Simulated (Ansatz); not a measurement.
# Worked example: C2H10OSi2 → [SiH3]+ + C2H7OSi + e⁻

Species: C2H10OSi2 `CC[SiH](O)[SiH3]`, singlet; [SiH3]+ `[SiH3+]`, singlet; C2H7OSi `CC[SiH]O`, doublet. 

Shapes, held fixed at every level: PBE0-D4/def2-TZVP. Flexible molecules stand in one conformer, not always the lowest. Programs: Ansatz 0.2.0. Electronic energies: no zero-point or thermal term.

At CCSD(T)/CBS estimate; 1 Eh = 27.2114 eV:

```
  species  energy (Eh)
C2H10OSi2  -735.503899
  [SiH3]+  -290.511056
  C2H7OSi  -444.568557
```

**Question.** Work out ΔE of the reaction at this level.

**Answer.** 
1. Products less reactants: (-290.511056) + (-444.568557) − [(-735.503899)] = 0.424286 Eh = +11.55 eV.

Other levels give +11.26 (B2PLYP/def2-TZVPP) to +11.53 eV (PBE0-D4/def2-TZVPP). No measured value is set beside it here. Open shells run unrestricted unless RO is named. The CBS estimate extrapolates MP2 from def2-TZVPP and def2-QZVPP and adds CCSD(T) − MP2 in the triple-zeta set, cores frozen. The onset seen in experiment also holds zero-point changes and kinetic shifts.
